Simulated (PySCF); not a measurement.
Species: C8H11O3S (charge -1).
Numbering: `[CH2:1]=[CH:2][C@@H:3]1[C@@H:4]([CH:5]2[CH2:6][CH2:7]2)[C@H:8]1[S:9](=[O:10])(=[O:11])[O-:12]`

Structure used (PBE0-D3(BJ)/def2-SVP), in Å, numbered top down from 1:
```xyz
23
C8H11O3S angstrom
C     -2.327    2.259   -0.827
C     -1.711    1.097   -1.073
C     -1.051    0.245   -0.079
C      0.165   -0.581   -0.463
C      1.347   -0.694    0.443
C      2.590   -1.366   -0.051
C      2.579    0.121    0.173
C     -1.130   -1.256   -0.169
S     -1.407   -2.187    1.361
O     -0.633   -3.427    1.162
O     -2.870   -2.362    1.403
O     -0.872   -1.302    2.433
H     -2.382    2.663    0.189
H     -2.806    2.833   -1.624
H     -1.691    0.719   -2.105
H     -1.053    0.599    0.958
H      0.430   -0.531   -1.529
H      1.065   -0.874    1.485
H      3.137   -2.004    0.648
H      2.598   -1.728   -1.084
H      2.577    0.770   -0.708
H      3.130    0.529    1.026
H     -1.684   -1.707   -0.998
```

NICS is the negative of the GIAO shielding at a point without a nucleus: at the ring centre (0) and 1 Å above and below it (1); zz is the component along the ring normal. Level: GIAO B97-2/pcSseg-1 (PySCF, non-relativistic, gas phase) on the PBE0-D3(BJ)/def2-SVP geometry, one conformer.

Ring bond lengths (Å): C3–C4 1.520, C4–C8 1.490, C8–C3 1.506; C5–C6 1.497, C6–C7 1.504, C7–C5 1.501.

Problem. What do the NICS probes read (ppm)?

Solution. 
| ring | type | NICS(0) | NICS(1), two faces | NICS(1)zz, two faces | rms pucker (Å) | centre to ring atoms, mean (Å) |
| --- | --- | --- | --- | --- | --- | --- |
| C3–C4–C8 | 3-membered carbocycle; formal bonds all single | -39.6 | -7.8 / -8.6 | -18.2 / -22.8 | 0.00 | 0.87 |
| C5–C6–C7 | 3-membered carbocycle; formal bonds all single | -43.0 | -8.5 / -8.4 | -22.8 / -19.9 | 0.00 | 0.87 |

Problem. What can be read from them?

Solution. 
- C3–C4–C8: mean NICS(1)zz -20.5 ppm, shielded. C3, C4, C8 have four or more neighbours, so the value isn't read as a sign of a π ring current. The two faces differ by 4.6 ppm, so no symmetry operation interchanges them. NICS(0) lies 31 ppm below the mean NICS(1).
- C5–C6–C7: mean NICS(1)zz -21.4 ppm, shielded. C5, C6, C7 have four or more neighbours, so the value isn't read as a sign of a π ring current. NICS(0) lies 35 ppm below the mean NICS(1).

Problem. How shielded are the nuclei of the rings and their hydrogens (means over atoms taken as equivalent)?

Solution. 
```csv
atoms,environment,σ isotropic (ppm),"principal values of the symmetric part, first atom (ppm)"
C3,allylic carbon,153.2,"116.6, 142.0, 201.1"
C4,three-membered-ring carbon,148.5,"121.5, 136.4, 187.7"
C5,three-membered-ring carbon,174.8,"141.0, 166.5, 216.9"
C6,three-membered-ring carbon,175.9,"146.3, 171.5, 209.8"
C7,three-membered-ring carbon,178.6,"150.5, 172.5, 212.7"
C8,sp3 carbon bound to sulfur,135.2,"97.8, 125.9, 182.0"
H16,methine hydrogen,29.33,"23.7, 30.7, 33.6"
H17,methine hydrogen,31.94,"25.0, 32.1, 38.8"
H18,methine hydrogen,28.29,"18.6, 28.3, 38.0"
H19,methylene hydrogen,30.98,"25.5, 26.8, 40.6"
H20,methylene hydrogen,31.65,"26.5, 29.1, 39.3"
H21,methylene hydrogen,31.78,"26.4, 29.5, 39.4"
H22,methylene hydrogen,31.34,"25.6, 27.2, 41.2"
H23,methine hydrogen,29.72,"24.9, 29.0, 35.3"
```

The list is cut; further classes of hydrogen are left out.

Problem. How do the values depend on the level or the medium?

Solution. 
| level | NICS(0), C3–C4–C8 | mean NICS(1)zz, C3–C4–C8 | NICS(0), C5–C6–C7 | mean NICS(1)zz, C5–C6–C7 |
| --- | --- | --- | --- | --- |
| B97-2/pcSseg-1, gas | -39.6 | -20.5 | -43.0 | -21.4 |
| PBE0/pcSseg-1, gas | -39.9 | -20.8 | -43.3 | -21.6 |

The geometry is the same throughout.
